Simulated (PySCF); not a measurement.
## Telling isomers of C₇H₈FN apart by NMR

Fast rotation and ring inversion assumed for equivalent nuclei, gas phase, relativity neglected, one conformer. Structure optimised with GFN2-xTB; shielding tensors at PBE0/pcSseg-1 (GIAO); PySCF 2.14.

Referencing at the same level of theory: ¹H and ¹³C against TMS. Splittings of carbon signals by F and P are missing where no couplings were computed. Where no couplings were computed, multiplicities follow the n + 1 count of equivalent neighbours, and m marks all less simple cases (inequivalent or close neighbours, rings, F or P nearby). Shifts are as computed. Against solution values, carbons near 30 ppm lie about +3 ppm off and those near 130 ppm about +5 ppm. Of 1211 compounds with measured shifts, 218 miss one by over three times the rms of a fit or turn the order of signals round; such compounds aren't used in these exercises. OH and NH positions are gas-phase values without hydrogen bonding to other molecules.

(1) Tabulate the signals of `C=CC/C(F)=C(\C)C#N`, `C=CC(=C)[C@@](C)(F)C#N`, `NCc1ccc(F)cc1` and their relative energies.

(2) What is the quickest way to tell C=CC(=C)[C@@](C)(F)C#N from NCc1ccc(F)cc1?

(3) What is the quickest way to tell C=CC/C(F)=C(\C)C#N from NCc1ccc(F)cc1?

(4) What is the quickest way to tell C=CC/C(F)=C(\C)C#N from C=CC(=C)[C@@](C)(F)C#N?

## Answers

(1) 
```tsv
SMILES	carbon types	δC	δH	E rel. (kcal/mol)
C=CC/C(F)=C(\C)C#N	3×C 1×CH 2×CH2 1×CH3	181.5, 138.5, 126.7, 120.7, 95.1, 42.1, 15.0	5.96 (m, 1H), 5.63 (m, 1H), 5.46 (m, 1H), 3.22 (m, 2H), 1.85 (s, 3H)	37.8
C=CC(=C)[C@@](C)(F)C#N	3×C 1×CH 2×CH2 1×CH3	151.5, 141.8, 126.1, 125.5, 123.1, 87.9, 30.5	6.65 (m, 1H), 6.05 (m, 1H), 6.01 (m, 1H), 5.77 (m, 1H), 5.68 (m, 1H), 1.94 (m, 3H)	43.2
NCc1ccc(F)cc1	2×C 4×CH 1×CH2	171.7, 149.0, 134.2, 122.1, 53.7	7.46 (m, 2H), 7.34 (m, 2H), 3.79 (s, 2H), 0.67 (br s, 2H)	0.0
```

Energies are electronic energies at PBE0/pcSseg-1 on these geometries, without zero-point or thermal terms, each for the one conformer computed, which needn't be the lowest.

(2) Count the carbon signals: 7 against 5. The first has a terminal =CH2 carbon at 126.1 ppm, the second an sp3 CH2 bonded to N, on an aromatic ring at 53.7 ppm. Their most deshielded carbons lie at 151.5 and 171.7 ppm. In the proton spectra the most deshielded non-exchanging signals are 6.65 (m, 1H) and 7.46 (m, 2H).

(3) Count the carbon signals: 7 against 5. The first has a terminal =CH2 carbon at 126.7 ppm, the second a substituted aromatic carbon (C) at 149.0 ppm. Their most deshielded carbons lie at 181.5 and 171.7 ppm. In the proton spectra the most deshielded non-exchanging signals are 5.96 (m, 1H) and 7.46 (m, 2H).

(4) Both give the same number of carbon signals, with the same numbers of each carbon type, so the positions decide. The first has an allylic sp3 CH2 at 42.1 ppm, the second a fully substituted alkene carbon (C) at 151.5 ppm. Their most deshielded carbons lie at 181.5 and 151.5 ppm. In the proton spectra the most deshielded non-exchanging signals are 5.96 (m, 1H) and 6.65 (m, 1H).
